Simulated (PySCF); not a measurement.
Compound: C₂H₇FSSi.
Numbering: `[CH3:1][S:2][SiH2:3][CH2:4][F:5]` (hydrogens: H6, H7, H8 on C1; H9, H10 on Si3; H11, H12 on C4)

The same species was optimised twice, with GFN2-xTB and with PBE0-D3(BJ)/def2-SVP (PySCF), and the same property calculations (PySCF, gas phase) were run on both structures.

```tsv
coordinate	GFN2-xTB	PBE0-D3(BJ)/def2-SVP	change
Si3–H9 (Å)	1.461	1.495	+0.034
Si3–H10 (Å)	1.461	1.494	+0.033
C1–H8 (Å)	1.085	1.100	+0.015
C1–H6 (Å)	1.085	1.099	+0.014
C1–H7 (Å)	1.084	1.098	+0.014
C4–H11 (Å)	1.093	1.104	+0.011
C4–H12 (Å)	1.093	1.104	+0.011
Si3–C4 (Å)	1.907	1.900	-0.007
C1–S2 (Å)	1.820	1.823	+0.003
S2–Si3 (Å)	2.140	2.142	+0.002
C4–F5 (Å)	1.379	1.379	0.000
H9–Si3–H10 (°)	111.2	108.1	-3.1
F5–C4–H12 (°)	106.6	109.4	+2.8
F5–C4–H11 (°)	106.5	109.4	+2.9
Si3–C4–H11 (°)	112.8	110.5	-2.3
S2–Si3–H10 (°)	109.3	111.6	+2.3
Si3–C4–H12 (°)	112.8	110.6	-2.2
S2–Si3–H9 (°)	109.4	111.4	+2.0
S2–C1–H6 (°)	109.7	111.5	+1.8
C1–S2–Si3–C4 (°)	180	180	0
S2–Si3–C4–F5 (°)	180	-179	+1
```

Rotational constants: A = 10202, B = 1259, C = 1152 MHz (GFN2-xTB) against A = 10202, B = 1250, C = 1145 MHz (PBE0-D3(BJ)/def2-SVP). Point groups within 0.08 Å: Cs and Cs. Atoms that the bonding makes alike are paired by their places after alignment.

On the GFN2-xTB structure: C1s of C1 (eV) 291.50 [delta-SCF UKS SCAN, pcX-2 on the ionised atom, pcseg-1 elsewhere, spin-free X2C]; S1s of S2 (eV) 2476.72 [delta-SCF UKS SCAN, pcX-2 on the ionised atom, pcseg-1 elsewhere, spin-free X2C]; S2p of S2 (eV) 169.36 [delta-SCF UKS SCAN, pcX-2 on the ionised atom, pcseg-1 elsewhere, spin-free X2C]; Si1s of Si3 (eV) 1846.84 [delta-SCF UKS SCAN, pcX-2 on the ionised atom, pcseg-1 elsewhere, spin-free X2C]; Si2p of Si3 (eV) 107.28 [delta-SCF UKS SCAN, pcX-2 on the ionised atom, pcseg-1 elsewhere, spin-free X2C]; C1s of C4 (eV) 292.61 [delta-SCF UKS SCAN, pcX-2 on the ionised atom, pcseg-1 elsewhere, spin-free X2C]; F1s of F5 (eV) 692.40 [delta-SCF UKS SCAN, pcX-2 on the ionised atom, pcseg-1 elsewhere, spin-free X2C].

**Question.** What do these properties become on the PBE0-D3(BJ)/def2-SVP structure?

**Answer.** 
```tsv
property	level	on GFN2-xTB	on PBE0-D3(BJ)/def2-SVP	change
C1s of C1 (eV)	delta-SCF UKS SCAN, pcX-2 on the ionised atom, pcseg-1 elsewhere, spin-free X2C	291.50	291.61	+0.11
S1s of S2 (eV)	delta-SCF UKS SCAN, pcX-2 on the ionised atom, pcseg-1 elsewhere, spin-free X2C	2476.72	2476.84	+0.12
S2p of S2 (eV)	delta-SCF UKS SCAN, pcX-2 on the ionised atom, pcseg-1 elsewhere, spin-free X2C	169.36	169.47	+0.11
Si1s of Si3 (eV)	delta-SCF UKS SCAN, pcX-2 on the ionised atom, pcseg-1 elsewhere, spin-free X2C	1846.84	1846.87	+0.03
Si2p of Si3 (eV)	delta-SCF UKS SCAN, pcX-2 on the ionised atom, pcseg-1 elsewhere, spin-free X2C	107.28	107.29	+0.01
C1s of C4 (eV)	delta-SCF UKS SCAN, pcX-2 on the ionised atom, pcseg-1 elsewhere, spin-free X2C	292.61	292.67	+0.06
F1s of F5 (eV)	delta-SCF UKS SCAN, pcX-2 on the ionised atom, pcseg-1 elsewhere, spin-free X2C	692.40	692.49	+0.09
```

The heavy atoms differ by 0.011 Å rms after alignment. Among all bonds Si3–H9 and Si3–H10 change most and about equally (+0.033 to +0.034 Å). Changes are differences of the printed values. Neither structure is proved a minimum here.

Conformer computed: `[CH3:1][S:2][SiH2:3][CH2:4][F:5]`: C1–S2–Si3–C4 180°, S2–Si3–C4–F5 -179°.
